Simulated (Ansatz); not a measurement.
Species: C5H7Si, net charge 0, doublet state. It need not be the lowest isomer of its formula. SMILES: C1[C]=C(C=C1)[SiH3]
Structure (B3LYP-D3(BJ)/def2-TZVP (Ansatz, a first-principles code) minimum search):
```xyz
13

Si     2.1134     0.0142    -0.1418
C      0.2607     0.0510    -0.0046
C     -0.5196     1.0815     0.3186
C     -1.9784     0.7760     0.3392
C     -1.9549    -0.6861    -0.0447
C     -0.6859    -1.0806    -0.2353
H      2.6762    -0.9852     0.7985
H      2.6620     1.3516     0.1701
H      2.5169    -0.3807    -1.5134
H     -2.4236     0.9444     1.3248
H     -2.5405     1.3883    -0.3729
H     -2.8429    -1.2933    -0.1424
H     -0.3671    -2.0754    -0.5174
```
Charge 0, spin multiplicity 2.

Parts of the frozen-core correlation energy in cc-pV(D+d)Z (Ansatz, hartree). Frozen orbitals: 10; correlated occupied orbitals by spin: 16 and 15; virtual: 102 and 103. UHF or UKS for open shells. No spin-orbit coupling. No relativistic terms.

```csv
term,value
reference (HF),-482.26876
MP2 opposite-spin,-0.52639
MP2 same-spin,-0.17114
CCSD correlation,-0.78265
(T),-0.03128
T1 diagnostic,0.043
largest doubles amplitude,0.081
<S^2> of the reference,1.244
```
